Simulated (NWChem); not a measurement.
Species: BeGeH4; SMILES [GeH3][BeH]

```xyz
6

Be    -0.0003    -1.8560     0.0021
H     -0.0007    -3.1958     0.0029
Ge    -0.0013     0.3541     0.0006
H      1.0930     0.9515    -0.9131
H     -1.3406     0.9485    -0.4919
H      0.2410     0.9524     1.4051
```
Atoms are numbered in this order, from 1.

All runs use the structure optimised with PBE0/def2-SVP. B3LYP is NWChem's, with the RPA form of VWN correlation.

Task: List the 6 lowest vertical singlet excitations and the 6 lowest triplet ones from B3LYP/def2-SVP, TDA (NWChem).

Result: 
| state | energy (eV) | oscillator strength | leading excitation (squared amplitude) |
|---|---|---|---|
| S1 | 5.08 | 0.017 | HOMO → LUMO (0.95) |
| S2 | 5.08 | 0.017 | HOMO → LUMO+1 (0.95) |
| S3 | 6.54 | 0.000 | HOMO−1 → LUMO (0.48) |
| S4 | 6.71 | 0.005 | HOMO−2 → LUMO+1 (0.48) |
| S5 | 6.71 | 0.005 | HOMO−2 → LUMO (0.48) |
| S6 | 6.99 | 0.022 | HOMO−1 → LUMO+1 (0.38) |
| T1 | 4.33 | spin-forbidden | HOMO → LUMO (0.99) |
| T2 | 4.33 | spin-forbidden | HOMO → LUMO+1 (0.99) |
| T3 | 5.87 | spin-forbidden | HOMO−3 → LUMO (0.98) |
| T4 | 5.87 | spin-forbidden | HOMO−3 → LUMO+1 (0.98) |
| T5 | 6.15 | spin-forbidden | HOMO−2 → LUMO (0.44) |
| T6 | 6.33 | spin-forbidden | HOMO−2 → LUMO (0.45) |
